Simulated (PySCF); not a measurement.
CH4Mg, SMILES [CH3][MgH]. Atoms are numbered in the order given.

```xyz
6

Mg     0.0000     0.0000    -0.8347
H      0.0000     0.0000    -2.5548
C      0.0000     0.0000     1.2605
H      0.8860     0.5115     1.6693
H      0.0000    -1.0231     1.6693
H     -0.8860     0.5115     1.6693
```
Charge 0, spin multiplicity 1.

Coordinates come from a PBE-D3(BJ)/def2-TZVP optimisation.

Calculation: B3LYP/pcJ-1 in PySCF.

Isotropic couplings with Fermi-contact, spin-dipole and both spin-orbit terms, one fixed conformer, no vibrational averaging. Isotopes: 13C, 1H.

| pair | bonds apart | J (Hz) |
|---|---|---|
| C3–H4 | 1 | 127.7 |
| C3–H5 | 1 | 127.7 |
| C3–H6 | 1 | 127.7 |
| H2–C3 | 2 | 49.2 |
| H4–H5 | 2 | … |
| H4–H6 | 2 | … |
| H5–H6 | 2 | … |
| H2–H4 | 3 | … |
| H2–H5 | 3 | … |
| H2–H6 | 3 | … |

### Question
Fill in the missing entries. (The exact figures need the calculation; the answer reports its results.)

### Answer

- H4–H5, J (Hz): -13.8
- H4–H6, J (Hz): -13.8
- H5–H6, J (Hz): -13.8
- H2–H4, J (Hz): -2.3
- H2–H5, J (Hz): -2.3
- H2–H6, J (Hz): -2.3
